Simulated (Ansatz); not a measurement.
Reactions of B₂ClH₃OS (`BSB(O)Cl`).

Program: Ansatz. Geometries: PBE0-D4/def2-TZVP. ΔE: electronic, gas phase. CCSD(T)/CBS is the MP2 limit (def2-TZVPP, def2-QZVPP) plus CCSD(T) − MP2 in def2-TZVPP, frozen cores. This one scheme is used for every species, atoms too. Functionals use def2-TZVPP. No spin–orbit coupling; open shells (•) take unrestricted orbitals. Spin–orbit coupling would lower the free atoms: a little for B, Cl, O, S. Bonds to Ge are less sure, by a few kJ/mol each and by 10 to 20 or more in all where they break to atoms, as the def2 sets lack core-valence functions. Scalar relativity is left out up to krypton. Each species was taken in one conformer, which may not be the lowest.

```
                                                     reaction  PBE0-D4 (kJ/mol)  ωB97M-V (kJ/mol)  ωB97X-V (kJ/mol)  MP2/CBS(def2) (kJ/mol)  CCSD(T)/CBS(def2) (kJ/mol)
   `BSB(O)Cl` + `[OH][GeH2][F]` → `B[O][GeH2][F]` + `OB(S)Cl`               -58               -66               -65                     -59                         -62
                              `BSB(O)Cl` + H₂ → `OBCl` + `BS`                17                13                12                      26                          16
            `BSB(O)Cl` + `CB[SiH3]` → `OB([SiH3])Cl` + `BSBC`               -35               -36               -36                     -39                         -38
                     `BSB(O)Cl` → 2 B• + Cl• + 3 H• + O• + S•              3052              3055              3038                    3117                        3015
                       `BSB(O)Cl` + CH₃OH → `COB(O)Cl` + `BS`               -86               -95               -93                     -84                         -89
                          `BSB(O)Cl` + H₂O → `OB(O)Cl` + `BS`               -84               -91               -90                     -76                         -82
`BSB(O)Cl` + `[SiH3]N[SiH3]` → `BN([SiH3])[SiH3]` + `OB(S)Cl`               -48               -54               -51                     -50                         -51
                  `BSB(O)Cl` + `C=CCl` → `OBCl` + `BSC(=C)Cl`                79                81                81                      78                          80
                  `BSB(O)Cl` + `CNCF` → `BN(C)CF` + `OB(S)Cl`               -66               -71               -68                     -68                         -70
                          `BSB(O)Cl` + H₂S → `OB(S)Cl` + `BS`               -26               -26               -26                     -23                         -23
```

Largest T1 diagnostic: 0.015, for `BS`.
